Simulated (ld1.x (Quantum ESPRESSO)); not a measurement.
**Which change was made? (Be, TM)**

beryllium (Be), norm-conserving Troullier–Martins (Kleinman–Bylander form), made with ld1.x (Quantum ESPRESSO) 7.5 (PBE, scalar-relativistic). Core [He], reference 2s2 2p0. Waves: 2s (bound): rc 2.10 bohr; 3d channel at 0.35 Ry: rc 4.30 bohr; 2p (bound, empty): rc 4.20 bohr. Local part: the p channel. Core correction: none.

Cutoffs, loose and tight: the cutoffs (Ry, on a coarse ladder) from which the occupation-weighted sum of valence levels, in a spherical-Bessel basis at the reference potential, stays within 10 and 1 mRy of its value at 400 Ry. They do not see the model core or the augmentation charge, which bear on the density cutoff. Test errors are all-electron minus pseudo excitation energies from the reference, over the configurations 2s1 2p0; 2s1.5 2p0; 2s1 2p1; 2s0 2p2; 2s0 2p1; variants that change the core or the reference have their own tests.

The base gives: outcome: generated; cutoff, loose: 8 Ry; cutoff, tight: 21 Ry; bound ghosts: none; largest test error (meV): -192.

**Question.** After one change the result is: outcome: generated; cutoff, loose: 8 Ry; cutoff, tight: 12 Ry; bound ghosts: none; largest test error (meV): +83. Which change was it?
A. core none, valence charge 4; reference 1s2 2s0.5 2p0; waves now 2p (bound): rc 4.10 bohr; 3d channel at 0.35 Ry: rc 3.50 bohr; 1s (bound): rc 0.40 bohr; local potential the s channel
B. all radii scaled by about 0.88 (s 1.84, p 3.68, d 3.76 bohr)
C. wave 2s (bound): rc 2.10 bohr becomes 2s (bound): rc 3.24 bohr
D. reference 2s1 2p1
E. wave 2p (bound): rc 4.20 bohr becomes 2p (bound): rc 2.96 bohr

**Answer.** D. The others give: wave 2p (bound): rc 4.20 bohr becomes 2p (bound): rc 2.96 bohr → outcome: generated; cutoff, loose: 8 Ry; cutoff, tight: 21 Ry; bound ghosts: none; largest test error (meV): -60 | all radii scaled by about 0.88 (s 1.84, p 3.68, d 3.76 bohr) → outcome: generated; cutoff, loose: 10 Ry; cutoff, tight: 25 Ry; bound ghosts: none; largest test error (meV): -131 | core none, valence charge 4; reference 1s2 2s0.5 2p0; waves now 2p (bound): rc 4.10 bohr; 3d channel at 0.35 Ry: rc 3.50 bohr; 1s (bound): rc 0.40 bohr; local potential the s channel → outcome: generated; cutoff, loose: over 300 Ry; cutoff, tight: over 300 Ry; bound ghosts: p; largest test error (meV): -17 over the solved tests; 3 of 7 tests not solved or not reliable | wave 2s (bound): rc 2.10 bohr becomes 2s (bound): rc 3.24 bohr → outcome: generated; cutoff, loose: 6 Ry; cutoff, tight: 8 Ry; bound ghosts: none; largest test error (meV): -246.
